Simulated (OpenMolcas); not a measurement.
Tc5+ (d2) among equal point charges was computed by CASSCF with the d shell active (OpenMolcas, ANO-RCC-VDZP on the metal). Its lowest spin-free states, and all those of the highest spin:

```json
{"2S+1": "3", "Degeneracy": "3", "E (cm-1)": "0.0"}
{"2S+1": "3", "Degeneracy": "3", "E (cm-1)": "3797"}
{"2S+1": "3", "Degeneracy": "1", "E (cm-1)": "8309"}
{"2S+1": "1", "Degeneracy": "3", "E (cm-1)": "13451"}
{"2S+1": "1", "Degeneracy": "2", "E (cm-1)": "14216"}
{"2S+1": "3", "Degeneracy": "3", "E (cm-1)": "17197"}
{"2S+1": "1", "Degeneracy": "3", "E (cm-1)": "20892"}
{"2S+1": "1", "Degeneracy": "3", "E (cm-1)": "22756"}
{"2S+1": "1", "Degeneracy": "1", "E (cm-1)": "22906"}
{"2S+1": "1", "Degeneracy": "2", "E (cm-1)": "24744"}
{"2S+1": "1", "Degeneracy": "1", "E (cm-1)": "51098"}
```

Question: Is the site octahedral, tetrahedral or cube-like, axial, or of lower symmetry?

Answer: The states with 2S+1 = 3 have orbital degeneracies 3, 3, 1, 3. Threefold states need a cubic site. For d2 at this spin an octahedron puts the threefold T1 below the threefold T2 and a tetrahedron or cube puts the single A2 below the threefold T2, so the site is octahedral. The run had Tc5+ among 6 point charges of -1.7 e arranged as an octahedron (Oh), 2.17 Å from the ion.

An orbital triplet at a regular site is open to Jahn-Teller coupling, which can distort the site and quench the lowest spin-orbit gaps and is left out. Without dynamic correlation the repulsion within the d shell is too large (B by tens of per cent), so at a given field states of lower spin stand too high. This field is weak: 10Dq is about 4557 cm-1, while octahedral complexes of 4d ions of charge 3 and more, computed by the same method with explicit ligands, had a median near 25000 cm-1. Ground spin and moment need not be those of a real site. This is an electrostatic model: the charges have no orbitals. No measured value stands beside these numbers.
